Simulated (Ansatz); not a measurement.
Reactions of C8H17N (`C=CN(CC)C(C)(C)C`).

Computed with Ansatz on PBE0-D4/def2-TZVP structures; ΔE is electronic, products minus reactants. CBS: MP2 limit from def2 TZ/QZ plus the TZ coupled-cluster correction, frozen cores. This one scheme is used for every species, atoms too. Functionals use def2-TZVPP. B3LYP here is the variant with VWN-RPA as its local correlation; programs differ in this. No spin–orbit coupling; open shells (•) take unrestricted orbitals. Spin–orbit coupling would lower the free atoms: a little for C. For Ga outer-core shells are correlated without core-valence functions, so the limit isn't a true one: a few kJ/mol of doubt a bond, and 10 to 20 or more in all where bonds break to atoms. Scalar relativity is left out up to krypton. One conformer a species, not always the lowest.

```tsv
reaction	CCSD(T)/CBS(def2) (eV)
`C=CN(CC)C(C)(C)C` + `[OH][Ga]([F])[Cl]` → `CC(C)(C)[O][Ga]([F])[Cl]` + `C=CNCC`	?
`C=CN(CC)C(C)(C)C` + `[OH][Ga]([Cl])[Cl]` → `CC(C)(C)[O][Ga]([Cl])[Cl]` + `C=CNCC`	0.03
`C=CN(CC)C(C)(C)C` + `C[SiH](N)O` → `C=C[Si](C)(N)O` + `CCNC(C)(C)C`	-0.36
`C=CN(CC)C(C)(C)C` + `CCCC` → `C=CC(C)CC` + `CCNC(C)(C)C`	-0.06
`C=CN(CC)C(C)(C)C` → `C=CNCC` + isobutene	?
`C=CN(CC)C(C)(C)C` → 8 C• + 17 H• + N•	108.17
```

Problem. Fill in the missing values. (Best estimate.)

Solution. Ansatz gave: `C=CN(CC)C(C)(C)C` + `[OH][Ga]([F])[Cl]` → `CC(C)(C)[O][Ga]([F])[Cl]` + `C=CNCC`: 0.00 eV; `C=CN(CC)C(C)(C)C` → `C=CNCC` + isobutene: +0.77 eV.

Largest T1 diagnostic: 0.014, for `[OH][Ga]([F])[Cl]`.
